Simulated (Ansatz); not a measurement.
Job for Ansatz (a quantum-chemistry and plane-wave program): R-wB97X-V/def2-TZVPP on AlBrFH2N (SMILES [NH2][Al]([F])[Br]), a point of a torsion scan.

Ansatz 0.2 input:
```yaml
crystal:
  periodic: [false, false, false]
  atoms:
    - {symbol: N, position_ang: [-1.01716179, -0.12742747, -0.07886882]}
    - {symbol: Al, position_ang: [0.74347521, 0.01485581, -0.11184754]}
    - {symbol: F, position_ang: [1.53500598, 0.89715575, 1.03100520]}
    - {symbol: Br, position_ang: [1.92665838, -0.88410571, -1.78646860]}
    - {symbol: H, position_ang: [-1.56401427, -0.88333795, -0.46493678]}
    - {symbol: H, position_ang: [-1.58930591, 0.38140866, 0.58125869]}
basis:
  gaussian:
    orbitals: def2-TZVPP
hamiltonian:
  xc: {name: wB97X-V}
scf: {lower_state_search: off}
```

Output:

```
WARN ansatz: RAYON_NUM_THREADS=1 ignored (pool sized by the plan → 1); use --threads N
Functional definition: wB97X-V
these checks for a lower state are left out or cut short: stability, starts, cluster_reference, orbital_swaps, neighbouring_geometries, increment
integrals: 0.14 GiB planned
1130 factors; their error is unknown
integrals: 0.17 GiB planned
213 factors; integrals over basis functions are off by at most 3.9e-5 eV
mean field: 1.11 GiB planned
mean field evaluation 1: about -80874.6748 eV, gradient 6.0e1 eV
mean field evaluation 2: about -80874.3671 eV, gradient 6.3e1 eV
mean field evaluation 4: about -80880.7975 eV, gradient 2.2e0 eV
mean field evaluation 8: about -80880.8082 eV, gradient 5.1e-2 eV
mean field evaluation 16: about -80881.1037 eV, gradient 5.6e-5 eV
mean field -80881.10370121 eV, -2972.3257378383 hartree, gradient 4.3e-6 eV, S^2 0.000000; 0 other end points of the search recorded, 0 dependent functions left out
reference -80881.10369937 eV, -2972.3257377709 hartree; 33, 33 occupied and 147, 147 virtual orbitals, 1130 factors
Total energy: -80881.10369937 eV, -2972.3257377709 hartree
Checks for a lower state left out: stability, starts, cluster_reference, orbital_swaps, neighbouring_geometries, increment
```

The run converged.

Cost: roughly 7 core-seconds.
